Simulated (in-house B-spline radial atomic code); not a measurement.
# Zn: [Ar] 3d10 4s2

Level of theory: non-relativistic M06-2X, spin-polarised, spherical fractional occupations, point nucleus; calculated with a B-spline radial code for spherical atoms.

Effective charges: Z_r = [3n² - l(l+1)]/(2<r>) from the radius, Z_e = n√(-2ε) from the energy, and Slater's rules. Values are occupation-weighted means over spin.

```csv
shell,electrons,ε (eV),<r> (bohr),Z_r,Z_e,Slater
1s,2,-9505,0.05115,29.33,26.43,29.70
2s,2,-1165.6,0.2299,26.09,18.51,25.85
2p,6,-1029,0.1996,25.06,17.39,25.85
3s,2,-137.25,0.6937,19.46,9.53,18.75
3p,6,-93.111,0.7191,17.38,7.85,18.75
3d,10,-16.711,0.8825,11.90,3.32,8.85
4s,2,-6.8054,2.865,8.38,2.83,4.35
```

The least bound orbital is 4s at -6.805 eV, and it is also the most diffuse (<r> = 2.865 bohr).
